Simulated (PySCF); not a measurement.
Si(Cl)3(OH) (Cl₃HOSi), SMILES O[Si](Cl)(Cl)Cl.

Coordinates come from a PBE0-D3(BJ)/def2-SVP optimisation. The values are those of a single conformer.

Two levels are set side by side: PBE/def2-TZVP (PySCF) and B3LYP/def2-TZVP (PySCF). Same geometry, gas phase. Differences are taken from unrounded values.

```json
[
 {"quantity": "orbital gap (eV)", "PBE": "6.67"},
 {"quantity": "highest occupied level (eV)", "PBE": "-7.89"},
 {"quantity": "lowest empty level (eV)", "PBE": "-1.22"},
 {"quantity": "dipole moment (D)", "PBE": "1.60"},
 {"quantity": "mean polarisability (bohr³)", "PBE": "61.5"}
]
```

Question: These are the PBE values. What does B3LYP give? (Estimate from the structure and the level; the computed values follow.)

Answer: 
| quantity | B3LYP | PBE minus B3LYP |
|---|---|---|
| orbital gap (eV) | 8.54 | -1.87 |
| highest occupied level (eV) | -9.04 | 1.15 |
| lowest empty level (eV) | -0.50 | -0.72 |
| dipole moment (D) | 1.63 | -0.03 |
| mean polarisability (bohr³) | 59.6 | 1.9 |

Without exact exchange PBE keeps part of each electron's self-repulsion, which lifts occupied levels and narrows the gap. Loosely held outer electrons make PBE densities more polarisable. Differences between two approximate levels are no errors against the true value.

Rough cost on one machine, each run with all the roots and properties that it gave: B3LYP against PBE within a factor of 2.
